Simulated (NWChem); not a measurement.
CH₆BeSSi; SMILES C[S][Be][SiH3]

```xyz
10

Be     0.3635    -0.3068    -0.0035
S      0.8356     1.5435    -0.0078
C     -0.8065     2.3620     0.0002
H     -1.3500     2.1772    -0.9356
H     -0.6171     3.4399     0.0870
H     -1.4161     2.0467     0.8571
Si    -0.1413    -2.4261     0.0035
H     -1.2141    -2.7525    -0.9934
H     -0.6361    -2.8945     1.3397
H      1.0432    -3.2792    -0.3436
```
Atoms are numbered in this order, from 1.

All runs: NWChem. Coordinates come from a PBE0/def2-SVP optimisation. Static field.

```json
[
 {"level": "PBE/def2-SVPD", "isotropic polarisability (bohr³)": "88.4", "anisotropy (bohr³)": "38.8"},
 {"level": "B3LYP/def2-SVPD", "isotropic polarisability (bohr³)": "(withheld)", "anisotropy (bohr³)": "(withheld)"},
 {"level": "BHandHLYP/def2-SVPD", "isotropic polarisability (bohr³)": "81.4", "anisotropy (bohr³)": "29.8"},
 {"level": "LDA (Slater exchange, VWN5)/def2-SVPD", "isotropic polarisability (bohr³)": "90.0", "anisotropy (bohr³)": "39.9"}
]
```

Q: Some entries are withheld; supply them.

A: 
- B3LYP/def2-SVPD, isotropic polarisability (bohr³): 85.2
- B3LYP/def2-SVPD, anisotropy (bohr³): 34.4
